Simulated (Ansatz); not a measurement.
Geometry optimisation, Ansatz 0.2.0, RKS PBE-D4/6-31G*.

Input:

```yaml
crystal:
  periodic: [false, false, false]
  atoms:
    - { symbol: Al, position_ang: [0.161862, 0.43926, -0.137758] }
    - { symbol: H, position_ang: [-0.374419, 0.136382, 1.312993] }
    - { symbol: F, position_ang: [1.682565, 1.113204, -0.276851] }
    - { symbol: H, position_ang: [-0.706026, 0.260284, -1.464284] }
    - { symbol: O, position_ang: [0.318922, -2.378946, 0.770241] }
    - { symbol: Si, position_ang: [-0.802826, -3.50069, 0.177917] }
    - { symbol: H, position_ang: [-0.007289, -4.599824, -0.444853] }
    - { symbol: H, position_ang: [-1.655372, -4.042348, 1.289686] }
    - { symbol: H, position_ang: [-1.715089, -2.896919, -0.853619] }
    - { symbol: H, position_ang: [-0.061527, -1.701703, 1.393028] }
basis:
  gaussian: { orbitals: "6-31G*" }
hamiltonian:
  xc: pbe
  dispersion: d4
relax:
  f_tol: 0.03
  max_steps: 50
output:
  orbitals: {}
```

Command:

```bash
$ ansatz run input.yaml --threads 1 --pin off --max-ram 2048MiB --backend cpu --events-out ev --progress --plain --runs-dir out
```

**Question.** Where does it end, and by what steps?

**Answer.** It converged. The force dipped under the threshold on the way, but the program's further checks kept it going. After 21 steps the energy has fallen by 0.748 eV; H7 moved furthest, 1.37 Å. Joined: Al1–O5 (2.97 → 2.00 Å).

```csv
step,energy less start (eV),largest force component (eV/Å),accepted
0,0.0000,0.718,yes
1,-0.1556,0.935,yes
2,-0.3360,1.424,yes
3,-0.4977,0.896,yes
4,-0.5902,0.479,yes
5,-0.6217,0.370,yes
6,-0.6544,0.211,yes
7,-0.6715,0.224,yes
8,-0.6798,0.167,yes
9,-0.6834,0.550,yes
10,-0.6909,0.132,yes
11,-0.7038,0.065,yes
12,-0.7076,0.078,yes
13,-0.6746,1.614,no
14,-0.7171,0.065,yes
15,-0.7255,0.248,yes
16,-0.7316,0.483,yes
17,-0.7359,0.315,yes
18,-0.7444,0.126,yes
19,-0.7462,0.056,yes
20,-0.7470,0.025,yes
21,-0.7475,0.027,yes
```

```xyz
10
Properties=species:S:1:pos:R:3
Al 0.119 -0.095 0.007
H -0.589 1.096 0.817
F 1.798 -0.163 0.157
H -0.502 -0.685 -1.370
O -0.371 -1.762 0.990
Si -0.839 -3.116 -0.003
H 0.173 -3.386 -1.060
H -0.884 -4.254 0.971
H -2.192 -2.825 -0.545
H 0.128 -1.981 1.804
```

Whether the end is a true minimum wasn't checked by a vibrational analysis.

Time of the run: 72 s on 1 thread of Arm Neoverse V1 (shared host), peak memory 0.15 GiB.
